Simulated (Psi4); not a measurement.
C₃H₇O, charge -1, singlet, geometry from GFN2-xTB (a gas-phase anion, which may not be bound at this level); B3LYP5/STO-3G run with Psi4 1.11.

Here is a job for Psi4.
```
memory 2 GB

molecule mol {
-1 1
  O     0.275249   -0.584207   -0.623035
  C     0.094019    0.903338   -0.294032
  C     1.024605   -1.203596    0.342290
  C    -1.279346    1.022850    0.395882
  H    -0.065096    1.311894   -1.335595
  H     1.248775   -2.231603    0.010340
  H     1.982234   -0.682047    0.532920
  H     0.501825   -1.276230    1.317668
  H    -2.141258    0.558954   -0.131568
  H    -1.248100    0.571009    1.396632
  H    -1.516041    2.086133    0.529044
}

set basis sto-3g
set reference rks
set scf_type pk
set puream true
set d_convergence 1e-8
set dft_radial_points 99
set dft_spherical_points 590

energy('b3lyp5')
print_variables()
```

### Question
What does Psi4 print? Leave out banner, timings and long lists.

### Answer

```
   => Loading Basis Set <=

    Name: STO-3G
    Role: ORBITAL
    Keyword: BASIS

         ---------------------------------------------------------
                                   SCF
               by Justin Turney, Rob Parrish, Andy Simmonett
                          and Daniel G. A. Smith
                              RKS Reference
         ---------------------------------------------------------

  ==> Geometry <==

    Molecular point group: c1
    Full point group: C1

    Geometry (in Angstrom), charge = -1, multiplicity = 1:

       Center              X                  Y                   Z               Mass
    ------------   -----------------  -----------------  -----------------  -----------------
         O            0.254477095522    -0.578576464694    -0.584116574934    15.994914619570
         C            0.073247095522     0.908968535306    -0.255113574934    12.000000000000
         C            1.003833095522    -1.197965464694     0.381208425066    12.000000000000
         C           -1.300117904478     1.028480535306     0.434800425066    12.000000000000
         H           -0.085867904478     1.317524535306    -1.296676574934     1.007825032230
         H            1.228003095522    -2.225972464694     0.049258425066     1.007825032230
         H            1.961462095522    -0.676416464694     0.571838425066     1.007825032230
         H            0.481053095522    -1.270599464694     1.356586425066     1.007825032230
         H           -2.162029904478     0.564584535306    -0.092649574934     1.007825032230
         H           -1.268871904478     0.576639535306     1.435550425066     1.007825032230
         H           -1.536812904478     2.091763535306     0.567962425066     1.007825032230

  Running in c1 symmetry.

  Rotational constants: A =      0.61598  B =      0.16020  C =      0.14748 [cm^-1]
  Rotational constants: A =  18466.61884  B =   4802.53046  C =   4421.34516 [MHz]
  Nuclear repulsion =  123.844098801068156

  Charge       = -1
  Multiplicity = 1
  Electrons    = 34
  Nalpha       = 17
  Nbeta        = 17

  ==> Algorithm <==

  SCF Algorithm Type is PK.
  DIIS enabled.
  MOM disabled.
  Fractional occupation disabled.
  Guess Type is SAD.
  Energy threshold   = 1.00e-06
  Density threshold  = 1.00e-08
  Integral threshold = 1.00e-12

  ==> Primary Basis <==

  Basis Set: STO-3G
    Blend: STO-3G
    Number of shells: 19
    Number of basis functions: 27
    Number of Cartesian functions: 27
[...]
   @RKS iter   5:  -190.92020724907468   -5.77515e-05   5.93018e-05 DIIS
   @RKS iter   6:  -190.92020893511261   -1.68604e-06   8.85277e-06 DIIS
   @RKS iter   7:  -190.92020897705618   -4.19436e-08   1.70365e-06 DIIS
   @RKS iter   8:  -190.92020897837233   -1.31615e-09   5.52229e-07 DIIS
   @RKS iter   9:  -190.92020897852470   -1.52369e-10   4.06802e-08 DIIS
   @RKS iter  10:  -190.92020897852586   -1.16529e-12   3.94281e-09 DIIS
  Energy and wave function converged.

  ==> Post-Iterations <==

   Electrons on quadrature grid:
      Ntotal   =   33.9999989778 ; deviation = -1.022e-06

    Orbital Energies [Eh]
    ---------------------

    Doubly Occupied:

[...]
    Virtual:

[...]
      27A      0.825747

    Final Occupation by Irrep:
              A
    DOCC [    17 ]
    NA   [    17 ]
    NB   [    17 ]

  @RKS Final Energy:  -190.92020897852586

   => Energetics <=

    Nuclear Repulsion Energy =            123.8440988010681565
    One-Electron Energy =                -514.5229269492393769
    Two-Electron Energy =                 222.2807132796411338
    DFT Exchange-Correlation Energy =     -22.5220941099958125
    Empirical Dispersion Energy =           0.0000000000000000
    VV10 Nonlocal Energy =                  0.0000000000000000
    Total Energy =                       -190.9202089785258636

Computation Completed

Properties will be evaluated at   0.000000,   0.000000,   0.000000 [a0]

Properties computed using the SCF density matrix

 Multipole Moments:

 ------------------------------------------------------------------------------------
     Multipole            Electronic (a.u.)      Nuclear  (a.u.)        Total (a.u.)
 ------------------------------------------------------------------------------------

 L = 1.  Multiply by 2.5417464519 to convert [e a0] to [Debye]
 Dipole X            :          1.1881677           -1.2953578           -0.1071902
 Dipole Y            :         -1.3299171            0.3511369           -0.9787802
 Dipole Z            :         -2.0778155            2.4269923            0.3491769
 Magnitude           :                                                    1.0447128

 ------------------------------------------------------------------------------------

  Variable Map:
  ----------------------------------------------------------------------------
[...]
  Array Variable Map:
  ----------------------------------------------------------------------------
[...]
[...]
```
